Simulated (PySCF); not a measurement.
Relaxation of singlet LuH3

All numbers come from BP86/[Lu def2-TZVP with ECP28, H def2-TZVP], scalar-relativistic core potentials, density fitting, no spin–orbit coupling, PySCF. A (50,194) grid was used.

A hand-made trigonal pyramidal start, of C3v symmetry, held to at least that symmetry:

```xyz
4
charge 0 multiplicity 1, angstrom
Lu    0.0000    0.0000   -0.0155
H     1.7129    0.0000    0.8953
H    -0.8565    1.4834    0.8953
H    -0.8564   -1.4834    0.8953
```

At each step, columns x, y, z (Å) and Fx, Fy, Fz (eV/Å):

```
step 0  E − E(last) = 14.25 kJ/mol
Lu   0.000   0.000  -0.015   0.002   0.000   1.055
H    1.713   0.000   0.895  -0.102   0.000  -0.354
H   -0.856   1.483   0.895   0.050  -0.086  -0.351
H   -0.856  -1.483   0.895   0.050   0.086  -0.351
step 1  E − E(last) = 7.43 kJ/mol
Lu   0.000   0.000   0.054  -0.001   0.000   0.670
H    1.750   0.000   0.872  -0.059   0.000  -0.225
H   -0.875   1.515   0.872   0.030  -0.049  -0.223
H   -0.875  -1.515   0.872   0.030   0.049  -0.223
step 2  E − E(last) = 1.70 kJ/mol
Lu   0.000   0.000   0.167  -0.005   0.000   0.261
H    1.809   0.000   0.835  -0.027   0.000  -0.087
H   -0.904   1.566   0.835   0.016  -0.025  -0.087
H   -0.904  -1.566   0.835   0.016   0.025  -0.087
step 3  E − E(last) = 0.42 kJ/mol
Lu   0.000   0.000   0.232  -0.004   0.000   0.135
H    1.842   0.000   0.813  -0.039   0.000  -0.045
H   -0.921   1.596   0.813   0.022  -0.036  -0.045
H   -0.921  -1.596   0.813   0.022   0.036  -0.045
step 4  E − E(last) = 0.10 kJ/mol
Lu   0.000   0.000   0.273  -0.001   0.000   0.074
H    1.861   0.000   0.799  -0.044   0.000  -0.024
H   -0.930   1.611   0.799   0.022  -0.039  -0.025
H   -0.930  -1.611   0.799   0.022   0.039  -0.025
step 5  E − E(last) = 0.02 kJ/mol
Lu   0.000   0.000   0.292   0.000   0.000   0.037
H    1.867   0.000   0.793  -0.030   0.000  -0.012
H   -0.933   1.617   0.793   0.015  -0.026  -0.013
H   -0.933  -1.617   0.793   0.015   0.026  -0.013
step 6  E − E(last) = 0.00 kJ/mol
Lu   0.000   0.000   0.300   0.000   0.000   0.009
H    1.868   0.000   0.790  -0.010   0.000  -0.003
H   -0.934   1.617   0.790   0.005  -0.009  -0.003
H   -0.934  -1.617   0.790   0.005   0.009  -0.003
step 7  E − E(last) = 0.00 kJ/mol
Lu   0.000   0.000   0.301   0.000   0.000   0.001
H    1.867   0.000   0.790  -0.002   0.000   0.000
H   -0.933   1.617   0.790   0.001  -0.002   0.000
H   -0.933  -1.617   0.790   0.001   0.002   0.000
```

It ends at C3v with Lu–H 1.930 Å (×3); H–Lu–H 113.8° (×3). A frequency run shows a minimum. Other isomers or separated fragments may lie lower.
